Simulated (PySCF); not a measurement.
H$_{7}$BSi$_{2}$, SMILES `B[SiH2][SiH3]` (charge 0, multiplicity 1)

The numbers are results of PBE0-D3(BJ)/def2-TZVP (PySCF), not measurements.

```yaml
HOMO: -7.96 eV
dipole_moment: 0.18 D
HOMO–LUMO gap: 5.47 eV
LUMO: -2.49 eV
total_energy: -607.7333 Ha
cost: around 30 core-seconds (rough)
```

```xyz
10

B      1.7660     0.4230    -0.5689
Si     0.5454    -0.4994     0.7013
Si    -1.5936     0.0643    -0.1083
H      2.1061    -0.1034    -1.5868
H      2.0955     1.5577    -0.3872
H      0.6242    -0.0136     2.1072
H      0.6412    -1.9858     0.6933
H     -2.6397    -0.5537     0.7510
H     -1.7793     1.5404    -0.1011
H     -1.7657    -0.4290    -1.5013
```
Charge 0, spin multiplicity 1.
